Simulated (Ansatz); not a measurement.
Energy needed to pull apart GeH2Cl (SMILES [Cl][GeH2]), doublet, into free ground-state atoms, from the structure below (displaced at random from a GFN2-xTB minimum); no zero-point or spin–orbit terms; open-shell atoms are treated unrestricted, in their ground-state multiplicity.

```xyz
4
angstrom
Cl -1.5000 0.3675 1.0024
Ge 0.1274 -0.4875 -0.1038
H -0.0112 0.2378 -1.5088
H 1.4354 -0.0039 0.6135
```

Ansatz 0.2.0; basis: def2-TZVPP; cores frozen in the correlated methods; orbitals are unrestricted. Filled d shells of the heavier atoms are correlated. The def2 sets are not built for correlating such inner shells, so the correlated values are less sure here.

```tsv
method	atomization energy (kcal/mol)
PBE-D4	218.0
r2SCAN-D4	?
PBE0-D4	215.8
r2SCANh-D4	219.7
CAM-B3LYP-D4	215.8
wB97M-V	216.4
HF	?
MP2	212.2
CCSD	209.4
CCSD(T)	212.7
```

(1) What does HF give? (To be estimated.)

(2) What does r2SCAN-D4 give? (Judge from chemistry; the value comes from the calculation.)

No T1 diagnostic of these runs exceeds 0.013. ⟨S²⟩ of the unrestricted Hartree–Fock references: 0.76 (a pure state has 0.75).

Answers

(1) Computed: 158.8 kcal/mol, which is about 53.8 kcal/mol less than CCSD(T)/def2-TZVPP.

(2) Computed: 221.2 kcal/mol, which is about 8.5 kcal/mol more than CCSD(T)/def2-TZVPP.

In triple zeta the MP2 and coupled-cluster atomization energies are still short of their basis limit by a few kcal/mol a bond, whereas those of the functionals are nearly converged, so these differences are not deviations from converged CCSD(T).

For scale, one of the runs: CCSD(T)/def2-TZVPP forces, 118 basis functions (an equivalent command: `ansatz run in.yaml --threads 4`). The run took 79 s on 4 CPU threads (shared host), with 1.7 GiB of host memory at its peak.
